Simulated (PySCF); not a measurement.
## Calculated data, Cl$_{2}$GeH$_{4}$Si, ClGeH$_{3}$NSi, ClGeH$_{4}$NSi

All values are calculated (PySCF 2.14.0). Calculation on a computer-drawn molecule: the log of a Hartree-Fock and frozen-core CCSD(T) single point meant for a local Hartree-Fock minimum, with one planted fault or none, to be diagnosed. Offsets are logged minus clean, where the clean run is the same molecule without the fault. The reference is restricted for singlets and unrestricted otherwise, and also for a bond in bohr or an excited solution. Adding or removing an electron swaps singlet and doublet. The excited solution moves the top pair (singlet) or top alpha electron (doublet) to the lowest empty orbital. Highest occupied and lowest empty are orbital energies over both spins, largest force is the largest gradient component, triples share is (T) over the correlation energy, the T1 limit is 0.02 restricted and 0.045 unrestricted, electrons count all cores, a negative frequency is imaginary (commonest isotopes), and the dipole is about the centre of nuclear charge; on germanium a core potential holds 10 electrons, which the energies leave out, and 3d is frozen in MP2 and coupled-cluster steps.

Common to all runs: meant multiplicity 1; meant basis cc-pV(D+d)Z; meant basis and core potential on germanium cc-pVDZ-PP ECP10MDF; logged SCF converged yes; possible faults no fault, one electron removed, one electron added, multiplicity raised by two, geometry at a saddle point, SCF held on an excited solution, minimal basis STO-3G, one bond length entered in bohr, all coordinates scaled.

(1) Cl$_{2}$GeH$_{4}$Si

Logged structure:
```xyz
8
Cl2GeH4Si
Cl    -1.9850     3.4409    -2.4939
Si    -1.7042     1.6373    -1.4962
Ge    -1.1416     2.1266     0.7818
Cl    -0.8544     0.1777     1.7406
H     -2.9595     0.8718    -1.5699
H     -0.6082     0.9116    -2.1591
H      0.1755     2.8783     0.9385
H     -2.2591     2.8212     1.5520
```

```
meant charge                      : 0
logged electrons                  : 84
logged basis functions            : 112
logged spin squared               : 0
logged highest occupied           : -3.9422 eV
logged lowest empty               : -5.1026 eV
logged largest force              : 0.062962 hartree/bohr
logged CC converged               : no
logged dipole magnitude           : 0.52518 debye
logged SCF stable within its kind : no
logged energy HF                  : -1503.21944 hartree
planted fault                     : SCF held on an excited solution
HF energy offset from clean run   : 331.7 kcal/mol
```

Drawn bonds:
```csv
atom,other atom,order
1,2,1
2,3,1
3,4,1
2,5,1
2,6,1
3,7,1
3,8,1
```

Notes: CCSD not converged.

(2) ClGeH$_{3}$NSi

Logged structure:
```xyz
7
ClGeH3NSi
Cl    -0.8936    -0.5620    -2.4919
Si     0.3180    -1.0940    -1.1986
N     -0.0820    -1.5233     0.1492
Ge    -0.6057    -1.9675     1.5707
H      1.6076    -1.0510    -1.6105
H     -0.7444    -1.0083     2.5896
H     -0.9062    -3.3209     1.8074
```

```
meant charge                         : 1
logged electrons                     : 72
logged basis functions               : 98
logged spin squared                  : 0
logged highest occupied              : -16.821 eV
logged lowest empty                  : -3.8939 eV
logged largest force                 : 0.073366 hartree/bohr
logged T1 diagnostic                 : 0.015125
logged D1 diagnostic                 : 0.047853
logged triples share                 : 0.027939
logged CC converged                  : yes
logged dipole magnitude              : 2.2274 debye
logged SCF stable within its kind    : yes
logged energy HF                     : -1097.74515 hartree
logged energy CCSD(T)                : -1098.24952 hartree
planted fault                        : all coordinates scaled, by -6.8 %
HF energy offset from clean run      : 32.95 kcal/mol
CCSD(T) energy offset from clean run : 41.78 kcal/mol
```

Drawn bonds:
```csv
atom,other atom,order
1,2,1
2,3,2
3,4,1
2,5,1
4,6,1
4,7,1
```

(3) ClGeH$_{3}$NSi

Logged structure:
```xyz
7
ClGeH3NSi
Cl    -0.9588    -0.6030    -2.6737
Si     0.3412    -1.1738    -1.2861
N     -0.0879    -1.6345     0.1601
Ge    -0.6499    -2.1111     1.6853
H      1.7249    -1.1277    -1.7280
H     -0.7987    -1.0818     2.7786
H     -0.9723    -3.5632     1.9393
```

```
meant charge                      : 1
logged electrons                  : 72
logged basis functions            : 98
logged spin squared               : 0
logged highest occupied           : -9.3554 eV
logged lowest empty               : -10.458 eV
logged largest force              : 0.10759 hartree/bohr
logged CC converged               : no
logged dipole magnitude           : 5.8045 debye
logged SCF stable within its kind : no
logged energy HF                  : -1097.3188 hartree
planted fault                     : SCF held on an excited solution
HF energy offset from clean run   : 300.5 kcal/mol
```

Drawn bonds:
```csv
atom,other atom,order
1,2,1
2,3,2
3,4,1
2,5,1
4,6,1
4,7,1
```

Notes: CCSD not converged.

(4) ClGeH$_{4}$NSi

Logged structure:
```xyz
8
ClGeH4NSi
Cl    -1.1650     2.3976     1.1490
Si     0.7815     1.7756     1.1235
N      1.3530     0.4400     0.5965
Ge     1.0869    -1.1859    -0.1709
H      1.5759     2.8499     1.7115
H      1.5885    -2.2699     0.7883
H      1.8849    -1.2493    -1.4769
H     -0.3972    -1.4361    -0.4778
```

```
meant charge                         : 0
logged electrons                     : 75
logged basis functions               : 103
logged spin squared                  : 0.7707
logged highest occupied              : 0.30143 eV
logged lowest empty                  : 7.9697 eV
logged largest force                 : 0.09186 hartree/bohr
logged T1 diagnostic                 : 0.015908
logged D1 diagnostic                 : 0.056804
logged triples share                 : 0.029313
logged CC converged                  : yes
logged dipole magnitude              : 3.5562 debye
logged SCF stable within its kind    : yes
logged energy HF                     : -1098.5783 hartree
logged energy CCSD(T)                : -1099.14184 hartree
planted fault                        : one electron added
HF energy offset from clean run      : 27.14 kcal/mol
CCSD(T) energy offset from clean run : 22.17 kcal/mol
```

Drawn bonds:
```csv
atom,other atom,order
1,2,1
2,3,2
3,4,1
2,5,1
4,6,1
4,7,1
4,8,1
```

Notes: highest electron not bound in this basis.
